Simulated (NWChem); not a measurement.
System: C$_{2}$H$_{4}$GeO; SMILES C1=[CH][GeH2][O]1

The following NWChem deck was run.

```
start job
memory heap 200 mb stack 900 mb global 1100 mb
geometry units angstroms noautoz
  C      0.001691    -1.607767     0.000000
  C      1.127483    -0.857729     0.000000
  Ge    -0.042565     0.664053     0.000000
  O     -1.132667    -0.869728     0.000000
  H     -0.119718    -2.699744     0.000000
  H      2.173194    -1.154064     0.000000
  H     -0.283348     1.495193    -1.270519
  H     -0.283348     1.495193     1.270519
end
basis spherical
  C library 6-31g*
  Ge library 6-31g*
  O library 6-31g*
  H library 6-31g*
end
dft
  xc b3lyp
  grid coarse
  iterations 150
  mulliken
end
task dft gradient
```

NWChem printed, in part:

```
             Northwest Computational Chemistry Package (NWChem) 7.3.0
             --------------------------------------------------------

 CS  symmetry detected

                             Geometry "geometry" -> ""
                             -------------------------

 Output coordinates in angstroms (scale by  1.889725989 to convert to a.u.)

  No.       Tag          Charge          X              Y              Z
 ---- ---------------- ---------- -------------- -------------- --------------
    1 C                    6.0000     0.01871297    -1.58380245     0.00000000
    2 C                    6.0000     1.15461988    -0.84917322     0.00000000
    3 Ge                  32.0000     0.00541508     0.68840966     0.00000000
    4 O                    8.0000    -1.10548380    -0.83037611     0.00000000
    5 H                    1.0000    -0.11756317    -2.67402387     0.00000000
    6 H                    1.0000     2.19619619    -1.15972873     0.00000000
    7 H                    1.0000    -0.22402112     1.52275322    -1.27051900
    8 H                    1.0000    -0.22402112     1.52275322     1.27051900

 Effective nuclear repulsion energy (a.u.)     266.5797796665

      Symmetry information
      --------------------

 Group name             Cs
 Group number              2
 Group order               2
 No. of unique centers     7

                                 NWChem DFT Module
                                 -----------------

 Summary of "ao basis" -> "ao basis" (spherical)
 ------------------------------------------------------------------------------
       Tag                 Description            Shells   Functions and Types
 ---------------- ------------------------------  ------  ---------------------
 C                           6-31g*                  6       14   3s2p1d
 Ge                          6-31g*                 12       32   5s4p3d
 O                           6-31g*                  6       14   3s2p1d
 H                           6-31g*                  2        2   2s

      Symmetry analysis of basis
      --------------------------

        a'         58
        a"         24

            General Information
            -------------------
          SCF calculation type: DFT
          Wavefunction type:  closed shell.
          No. of atoms     :     8
          No. of electrons :    56
           Alpha electrons :    28
            Beta electrons :    28
          Charge           :     0
          Spin multiplicity:     1
          Use of symmetry is: on ; symmetry adaption is: on
          Maximum number of iterations: 150
          AO basis - number of functions:    82
                     number of shells:    38
          Convergence on energy requested:  1.00D-06
          Convergence on density requested:  1.00D-05
          Convergence on gradient requested:  5.00D-04

              XC Information
              --------------
                         B3LYP Method XC Potential
                     Hartree-Fock (Exact) Exchange  0.200
                        Slater Exchange Functional  0.800 local
                    Becke 1988 Exchange Functional  0.720 non-local
              Lee-Yang-Parr Correlation Functional  0.810
                  VWN I RPA Correlation Functional  0.190 local

             Grid Information
             ----------------
          Grid used for XC integration:  coarse
          Radial quadrature: Mura-Knowles
          Angular quadrature: Lebedev.
          Tag              B.-S. Rad. Rad. Pts. Rad. Cut. Ang. Pts.
          ---              ---------- --------- --------- ---------
          C                   0.70       35           9.0       302
          Ge                  1.25       95           9.0       302
          O                   0.60       35           8.0       302
          H                   0.35       35          10.0       302
          Grid pruning is: on
          Number of quadrature shells:   305
          Spatial weights used:  Erf1

      Superposition of Atomic Density Guess
      -------------------------------------

 Sum of atomic energies:       -2227.08922716

      Non-variational initial energy
      ------------------------------

 Total energy =   -2229.020768
 1-e energy   =   -3630.968341
 2-e energy   =    1135.367793
 HOMO         =      -0.266525
 LUMO         =       0.016178

      Symmetry analysis of molecular orbitals - initial
      -------------------------------------------------

  Numbering of irreducible representations:

     1 a'          2 a"

  Orbital symmetries:

     1 a'          2 a'          3 a'          4 a"          5 a'
     6 a'          7 a'          8 a'          9 a'         10 a'
    11 a"         12 a'         13 a'         14 a'         15 a"
    16 a'         17 a"         18 a'         19 a'         20 a'
    21 a'         22 a'         23 a'         24 a"         25 a'
    26 a"         27 a'         28 a"         29 a'         30 a"
    31 a'         32 a'         33 a'         34 a"         35 a'
    36 a'         37 a"         38 a'

     ---------------------------------------------
      Total Density - Mulliken Population Analysis
     ---------------------------------------------

    Atom       Charge   Shell Charges
 -----------   ------   -------------------------------------------------------
    1 C    6     5.68   2.00  0.71  1.68  0.50  0.73  0.07
    2 C    6     6.60   2.00  0.75  2.04  0.63  1.15  0.02
    3 Ge  32    31.29   2.00  2.00  6.00  2.00  5.99  1.16  1.56  0.15  0.26  6.88  2.97  0.32
    4 O    8     8.88   2.00  0.94  3.06  0.95  1.91  0.02
    5 H    1     0.80   0.47  0.34
    6 H    1     0.76   0.45  0.31
    7 H    1     1.00   0.45  0.55
    8 H    1     1.00   0.45  0.55

   convergence    iter        energy       DeltaE   RMS-Dens  Diis-err
 ---------------- ----- ----------------- --------- --------- ---------
 d= 0,ls=0.0,diis     1  -2230.4652467571 -2.50D+03  1.65D-02  6.28D-01
 d= 0,ls=0.0,diis     2  -2230.4058354564  5.94D-02  9.55D-03  1.38D+00
 d= 0,ls=0.0,diis     3  -2230.5365687320 -1.31D-01  3.24D-03  9.12D-02
 d= 0,ls=0.0,diis     4  -2230.5412544191 -4.69D-03  1.66D-03  3.48D-02
 d= 0,ls=0.0,diis     5  -2230.5456602833 -4.41D-03  3.43D-04  1.22D-03
  Resetting Diis
 d= 0,ls=0.0,diis     6  -2230.5458202901 -1.60D-04  5.62D-05  1.80D-05
 d= 0,ls=0.0,diis     7  -2230.5458224112 -2.12D-06  3.62D-05  3.07D-06
 d= 0,ls=0.0,diis     8  -2230.5458220934  3.18D-07  2.06D-05  5.70D-06
 d= 0,ls=0.0,diis     9  -2230.5458228073 -7.14D-07  1.55D-06  2.84D-08

         Total DFT energy =    -2230.545822807259
      One electron energy =    -3632.818189211097
           Coulomb energy =     1235.705179181934
    Exchange-Corr. energy =     -100.012592444561
 Nuclear repulsion energy =      266.579779666464

 Numeric. integr. density =       56.000013744018

                  Occupations of the irreducible representations
                  ----------------------------------------------

                     irrep           alpha         beta
                     --------     --------     --------
                     a'               21.0         21.0
                     a"                7.0          7.0

                       DFT Final Molecular Orbital Analysis
                       ------------------------------------

 Vector   26  Occ=2.000000D+00  E=-3.194223D-01  Symmetry=a'
              MO Center= -5.7D-01, -8.2D-01, -2.1D-14, r^2= 2.3D+00
   Bfn.  Coefficient  Atom+Function         Bfn.  Coefficient  Atom+Function
  ----- ------------  ---------------      ----- ------------  ---------------
    63      0.369042  4 O  px                64      0.343151  4 O  py
    40     -0.258989  3 Ge py                67      0.258278  4 O  px
    68      0.218254  4 O  py                17      0.192537  2 C  px
    20     -0.157094  2 C  s                  3     -0.156249  1 C  px
    76      0.154610  5 H  s                  4     -0.144780  1 C  py

 Vector   27  Occ=2.000000D+00  E=-3.099919D-01  Symmetry=a'
              MO Center=  4.7D-01, -2.8D-01, -1.4D-14, r^2= 2.8D+00
   Bfn.  Coefficient  Atom+Function         Bfn.  Coefficient  Atom+Function
  ----- ------------  ---------------      ----- ------------  ---------------
    18      0.370291  2 C  py                39      0.331759  3 Ge px
    40     -0.284393  3 Ge py                63     -0.220117  4 O  px
    67     -0.171927  4 O  px                78     -0.160165  6 H  s
     4     -0.156378  1 C  py                22      0.156923  2 C  py
    38     -0.154064  3 Ge s                 76      0.132863  5 H  s

 Vector   28  Occ=2.000000D+00  E=-2.210179D-01  Symmetry=a"
              MO Center=  2.4D-01, -9.3D-01, -1.7D-15, r^2= 2.0D+00
   Bfn.  Coefficient  Atom+Function         Bfn.  Coefficient  Atom+Function
  ----- ------------  ---------------      ----- ------------  ---------------
    19      0.408311  2 C  pz                65     -0.398823  4 O  pz
    23      0.340109  2 C  pz                69     -0.329318  4 O  pz
     5      0.240349  1 C  pz                 9      0.148909  1 C  pz
    59     -0.044740  3 Ge d  1              80      0.040883  7 H  s
    82     -0.040883  8 H  s                 49      0.035815  3 Ge d  1

 Vector   29  Occ=0.000000D+00  E=-2.153310D-02  Symmetry=a'
              MO Center=  1.7D-01,  8.1D-01, -4.9D-17, r^2= 3.9D+00
   Bfn.  Coefficient  Atom+Function         Bfn.  Coefficient  Atom+Function
  ----- ------------  ---------------      ----- ------------  ---------------
    43      0.662801  3 Ge px                39      0.478303  3 Ge px
    20     -0.410903  2 C  s                 66      0.381756  4 O  s
    44      0.285852  3 Ge py                40      0.204880  3 Ge py
    42      0.178461  3 Ge s                 68      0.171471  4 O  py
    22     -0.168451  2 C  py                35     -0.166133  3 Ge px

 Vector   30  Occ=0.000000D+00  E= 1.612890D-02  Symmetry=a"
              MO Center=  3.0D-01, -9.4D-01,  1.0D-14, r^2= 2.8D+00
   Bfn.  Coefficient  Atom+Function         Bfn.  Coefficient  Atom+Function
  ----- ------------  ---------------      ----- ------------  ---------------
     9      0.609314  1 C  pz                 5      0.485337  1 C  pz
    23     -0.426591  2 C  pz                80     -0.353928  7 H  s
    82      0.353928  8 H  s                 45     -0.342532  3 Ge pz
    19     -0.292719  2 C  pz                41     -0.253046  3 Ge pz
    69     -0.196142  4 O  pz                65     -0.179670  4 O  pz

 Vector   31  Occ=0.000000D+00  E= 4.495172D-02  Symmetry=a'
              MO Center=  3.0D-02,  9.2D-01, -2.1D-14, r^2= 4.9D+00
   Bfn.  Coefficient  Atom+Function         Bfn.  Coefficient  Atom+Function
  ----- ------------  ---------------      ----- ------------  ---------------
    38      1.011357  3 Ge s                 44      0.892760  3 Ge py
     6      0.446428  1 C  s                 20      0.446418  2 C  s
    22      0.311051  2 C  py                78     -0.299233  6 H  s
    76      0.293646  5 H  s                  8      0.292021  1 C  py
    21      0.288152  2 C  px                80      0.247285  7 H  s

     ---------------------------------------------
      Total Density - Mulliken Population Analysis
     ---------------------------------------------

    Atom       Charge   Shell Charges
 -----------   ------   -------------------------------------------------------
    1 C    6     5.84   2.00  0.70  1.98  0.45  0.65  0.07
    2 C    6     6.23   2.00  0.68  2.06  0.55  0.92  0.03
    3 Ge  32    31.76   2.00  2.00  6.00  2.00  5.99  1.31  1.99  0.07  0.18  6.86  2.94  0.43
    4 O    8     8.52   2.00  0.91  2.88  0.99  1.71  0.03
    5 H    1     0.86   0.53  0.33
    6 H    1     0.86   0.52  0.34
    7 H    1     0.97   0.49  0.48
    8 H    1     0.97   0.49  0.48

     -------------------------------------------
      Total Density - Lowdin Population Analysis
     -------------------------------------------

    Atom       Charge   Shell Charges
 -----------   ------   -------------------------------------------------------
    1 C    6     5.98   1.99  0.54  1.77  0.39  1.13  0.17
    2 C    6     6.36   1.99  0.54  1.88  0.44  1.46  0.06
    3 Ge  32    31.69   2.00  2.00  5.99  1.98  5.89  0.84  1.71  0.32  0.59  6.65  3.08  0.64
    4 O    8     8.30   1.99  0.86  2.74  0.68  1.97  0.05
    5 H    1     0.87   0.50  0.37
    6 H    1     0.85   0.48  0.37
    7 H    1     0.98   0.47  0.51
    8 H    1     0.98   0.47  0.51

     Multipole analysis of the density
     ---------------------------------

     L   x y z        total         alpha         beta         nuclear
     -   - - -        -----         -----         ----         -------
     0   0 0 0     -0.000000    -28.000000    -28.000000     56.000000

     1   1 0 0      0.519983      0.259992      0.259992     -0.000000
     1   0 1 0      0.338502      0.169251      0.169251      0.000000
     1   0 0 1     -0.000000     -0.000000     -0.000000      0.000000

     2   2 0 0    -27.093913    -54.107368    -54.107368     81.120822
     2   1 1 0     -0.874471      2.263408      2.263408     -5.401286
     2   1 0 1     -0.000000     -0.000000     -0.000000      0.000000
     2   0 2 0    -23.106385   -106.528020   -106.528020    189.949655
     2   0 1 1      0.000000      0.000000      0.000000      0.000000
     2   0 0 2    -26.852459    -19.190708    -19.190708     11.528956

            General Information
            -------------------
          SCF calculation type: DFT
          Wavefunction type:  closed shell.
          No. of atoms     :     8
          No. of electrons :    56
           Alpha electrons :    28
            Beta electrons :    28
          Charge           :     0
          Spin multiplicity:     1
          Use of symmetry is: on ; symmetry adaption is: on
          Maximum number of iterations: 150
          AO basis - number of functions:    82
                     number of shells:    38
          Convergence on energy requested:  1.00D-06
          Convergence on density requested:  1.00D-05
          Convergence on gradient requested:  5.00D-04

              XC Information
              --------------
                         B3LYP Method XC Potential
                     Hartree-Fock (Exact) Exchange  0.200
                        Slater Exchange Functional  0.800 local
                    Becke 1988 Exchange Functional  0.720 non-local
              Lee-Yang-Parr Correlation Functional  0.810
                  VWN I RPA Correlation Functional  0.190 local

[...]

                         DFT ENERGY GRADIENTS

    atom               coordinates                        gradient
                 x          y          z           x          y          z
   1 C       0.035362  -2.992953   0.000000   -0.011293   0.012902   0.000000
   2 C       2.181915  -1.604705   0.000000   -0.006688   0.005379   0.000000
   3 Ge      0.010233   1.300906   0.000000   -0.002765  -0.007945   0.000000
   4 O      -2.089061  -1.569183   0.000000    0.013925  -0.001095   0.000000
   5 H      -0.222162  -5.053172   0.000000    0.000000  -0.004821   0.000000
   6 H       4.150209  -2.191570   0.000000    0.005259  -0.001178   0.000000
   7 H      -0.423339   2.877586  -2.400933    0.000781  -0.001621   0.001721
   8 H      -0.423339   2.877586   2.400933    0.000781  -0.001621  -0.001721
```

Level: B3LYP/6-31G* (spherical d). Geometry: optimised at PBE0/def2-SVP.
